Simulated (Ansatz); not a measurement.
# Molecular dynamics of FH$_{2}$NSSi

The input (input.yaml):

```yaml
crystal:
  periodic: [false, false, false]
  atoms:
    - { symbol: "N", position_ang: [1.019162, 0.405187, -0.961058] }
    - { symbol: Si, position_ang: [0.391144, -0.424654, 0.291616] }
    - { symbol: F, position_ang: [0.631568, -1.720292, 1.413779] }
    - { symbol: S, position_ang: [-1.644833, -0.027432, 0.810555] }
    - { symbol: H, position_ang: [1.961674, 0.548901, -1.348647] }
    - { symbol: H, position_ang: [-1.856513, 0.902813, -0.218767] }
basis:
  gaussian: { orbitals: "6-31G" }
hamiltonian:
  xc: lda
md:
  timestep: 0.5
  n_steps: 400
  ensemble: nvt_nose_hoover
  temperature: 400.0
  initial_velocities: maxwell_boltzmann
  seed: 81517
  nose_hoover: { tau: 50.0, chain_length: 5 }
  temperature_schedule:
    - { n_steps: 100, end_temperature: 400.0 }
    - { n_steps: 300, end_temperature: 1200.0 }
scf:
  lower_state_search: "off"
```

Command:

```bash
$ ansatz run input.yaml --threads 1 --pin off --max-ram 2048MiB --backend cpu --events-out ev --progress --plain --runs-dir out
```

It goes on from the last frame of an earlier run, with new velocities.

Output, in part (step lines, the closing report, with atoms numbered from 0):

```
md step     0: t =     0.00 fs  T =   400.0 K (target 400.0 K)  F+E_penalty+E_count = -22850.80916024 eV  E_kin = 0.206816 eV  conserved = -22850.60234424 eV  (17 SCF iters)
md step     1: t =     0.50 fs  T =   394.4 K (target 400.0 K)  F+E_penalty+E_count = -22850.80625026 eV  E_kin = 0.203914 eV  conserved = -22850.60233625 eV  (21 SCF iters)
md step     2: t =     1.00 fs  T =   377.6 K (target 400.0 K)  F+E_penalty+E_count = -22850.79742442 eV  E_kin = 0.195259 eV  conserved = -22850.60216580 eV  (21 SCF iters)
md step     3: t =     1.50 fs  T =   354.9 K (target 400.0 K)  F+E_penalty+E_count = -22850.78536443 eV  E_kin = 0.183479 eV  conserved = -22850.60188866 eV  (21 SCF iters)
md step     4: t =     2.00 fs  T =   334.0 K (target 400.0 K)  F+E_penalty+E_count = -22850.77433074 eV  E_kin = 0.172701 eV  conserved = -22850.60163976 eV  (21 SCF iters)
md step     5: t =     2.50 fs  T =   322.2 K (target 400.0 K)  F+E_penalty+E_count = -22850.76810887 eV  E_kin = 0.166573 eV  conserved = -22850.60155836 eV  (21 SCF iters)
md step     6: t =     3.00 fs  T =   321.6 K (target 400.0 K)  F+E_penalty+E_count = -22850.76793447 eV  E_kin = 0.166286 eV  conserved = -22850.60168861 eV  (20 SCF iters)
md step     7: t =     3.50 fs  T =   328.7 K (target 400.0 K)  F+E_penalty+E_count = -22850.77184494 eV  E_kin = 0.169966 eV  conserved = -22850.60194456 eV  (21 SCF iters)
[... lines left out ...]
md step   397: t =   198.50 fs  T =   492.8 K (target 1190.7 K)  F+E_penalty+E_count = -22850.22648379 eV  E_kin = 0.254821 eV  conserved = -22850.60122981 eV  (21 SCF iters)
md step   398: t =   199.00 fs  T =   515.6 K (target 1193.3 K)  F+E_penalty+E_count = -22850.23819980 eV  E_kin = 0.266586 eV  conserved = -22850.60168732 eV  (21 SCF iters)
md step   399: t =   199.50 fs  T =   524.0 K (target 1196.0 K)  F+E_penalty+E_count = -22850.24229784 eV  E_kin = 0.270917 eV  conserved = -22850.60200768 eV  (20 SCF iters)
md step   400: t =   200.00 fs  T =   509.4 K (target 1198.7 K)  F+E_penalty+E_count = -22850.23413595 eV  E_kin = 0.263359 eV  conserved = -22850.60198506 eV  (20 SCF iters)
Total energy: -22850.23416697 eV, -839.7306171913 hartree
Atom 0 at     1.309774    -0.001678    -0.887566 Å, force     0.415269     1.348089    -1.968650 eV/Å
Atom 1 at     0.346721    -0.213729     0.344291 Å, force    -1.593706    -0.509919     1.045359 eV/Å
Atom 2 at     0.769047    -1.621536     1.122247 Å, force    -0.265389    -0.939233     1.333999 eV/Å
Atom 3 at    -1.809959    -0.071117     0.871471 Å, force     0.637195    -0.560475     0.140304 eV/Å
Atom 4 at     2.230945    -0.405804    -0.993963 Å, force     0.628658     0.065495    -0.222592 eV/Å
Atom 5 at    -2.265604     1.162531     0.494890 Å, force     0.177972     0.596043    -0.328420 eV/Å
Dipole moment:    -0.163241     0.431357     0.071358 e Å
```

The steps, from the saved trajectory:

```csv
time (fs),T (K),potential energy less start (eV),conserved less start (meV/atom)
0.0,400,0.000,0.00
6.5,277,0.065,0.11
13.0,354,0.026,0.04
19.5,401,0.005,0.02
26.0,373,0.023,0.11
32.5,483,-0.030,0.01
39.0,492,-0.030,0.06
45.5,285,0.080,0.11
52.0,186,0.133,0.03
58.5,279,0.092,0.12
65.0,348,0.069,0.08
71.5,406,0.059,0.07
78.0,517,0.037,0.16
84.5,601,0.042,0.04
91.0,629,0.091,0.16
97.5,810,0.072,0.16
104.0,1117,0.002,0.04
110.5,838,0.223,0.20
117.0,515,0.427,0.18
123.5,446,0.483,0.03
130.0,433,0.509,0.27
136.5,803,0.341,0.05
143.0,831,0.351,0.07
149.5,1031,0.273,0.28
156.0,1480,0.065,0.10
162.5,1570,0.033,0.04
169.0,1301,0.174,0.31
175.5,1185,0.227,0.04
182.0,903,0.368,0.21
188.5,685,0.479,0.29
195.0,637,0.505,0.08
```

All steps were run. The conserved energy stayed within 0.39 meV per atom of its start (net change 0.06 meV per atom), so the integration is sound. The schedule's set-point averaged 933 K over the second half and the system 900 K. A run of 0.2 ps of so small a system gives no equilibrium averages. Limits of this set-up: no polarisation functions.

The same pairs are bonded in the first frame and the last. Pairs count as bonded within 1.25 times the sum of covalent radii (0.12 Å more for H–H).

Last frame:

```xyz
6
Properties=species:S:1:pos:R:3
N 1.310 -0.002 -0.888
Si 0.347 -0.214 0.344
F 0.769 -1.621 1.122
S -1.810 -0.071 0.872
H 2.231 -0.406 -0.994
H -2.266 1.163 0.495
```

Time of the run: 7.2 min on 1 thread of Arm Neoverse V1, with other jobs on the host, peak memory 0.081 GiB.
